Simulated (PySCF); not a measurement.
```xyz
6
charge 0 multiplicity 1, angstrom
I     0.0000    0.0000   -0.2716
Cl    0.0000    0.0000    2.1421
Cl    2.4814    0.0000   -0.2892
Cl    0.0000    2.4814   -0.2892
Cl   -2.4814    0.0000   -0.2892
Cl    0.0000   -2.4814   -0.2892
```

All numbers come from B3LYP/[I def2-SVP with ECP28, Cl def2-SVP], scalar-relativistic core potentials, density fitting, no spin–orbit coupling, PySCF.

This geometry of ICl₅ is a stationary point at this level.

What is the point group?

C4v.

Is it a minimum?

Yes: all harmonic wavenumbers are real.

Give the atomic charges and bond orders.


| atom | Mulliken | Löwdin | polar tensor | Mayer order to I1 |
| --- | --- | --- | --- | --- |
| I1 | 1.13 | 0.93 | 2.43 | – |
| Cl2 | -0.10 | -0.07 | -0.35 | 0.81 |
| Cl3,4,5,6 | -0.26 | -0.21 | -0.52 | 0.76 |

Give the ideal-gas entropy at 298.15 K and 1 bar by parts.

translation 180.1, rotation 118.4, vibration 126.6, spin 0.0; total 425.1 J/(mol K).
